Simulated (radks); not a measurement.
Tm XXVIII, 42 electrons, occupied as [Kr] 4d6. Calculated with a radial shooting solver on a logarithmic mesh with Libxc functionals: scalar-relativistic Kohn-Sham, LDA (Slater exchange, VWN5 correlation), spin-polarised, spherical densities, finite nucleus; open shells are filled with parallel spins first (spin-orbit coupling, left out, can overturn this in heavy ions); Fermi nuclear charge, rms radius 5.2256 fm. Some entries of the table are withheld. Estimate them.

orbital,occ.,eigenvalue (hartree),<r^2> (bohr^2),<r> (bohr)
1s up,1,-2210.507,0.0005493,0.02003
1s down,1,-2210.501,0.0005493,0.02003
2s up,1,-401.6076,0.008528,0.08495
2s down,1,-401.4807,0.008527,0.08494
2p up,3,-358.7845,0.006951,0.07545
2p down,3,-358.6790,0.006949,0.07544
3s up,1,-116.4769,0.05537,0.2202
3s down,1,-116.3908,0.05531,0.2201
3p up,3,-103.5011,0.05561,0.2191
3p down,3,-103.4100,0.05553,0.2190
3d up,5,-87.57452,(1),0.1984
3d down,5,-87.45864,(2),0.1983
4s up,1,-47.11053,0.2418,0.4639
4s down,1,-46.80933,0.2421,0.4641
4p up,3,-42.46672,0.2605,(3)
4p down,3,-42.16987,0.2611,(4)
4d up,5,-36.44694,0.2716,0.4874
4d down,1,-36.15208,0.2724,0.4881

Answer. 
(1) 3d up <r^2> (bohr^2): 0.04607
(2) 3d down <r^2> (bohr^2): 0.04602
(3) 4p up <r> (bohr): 0.4801
(4) 4p down <r> (bohr): 0.4805
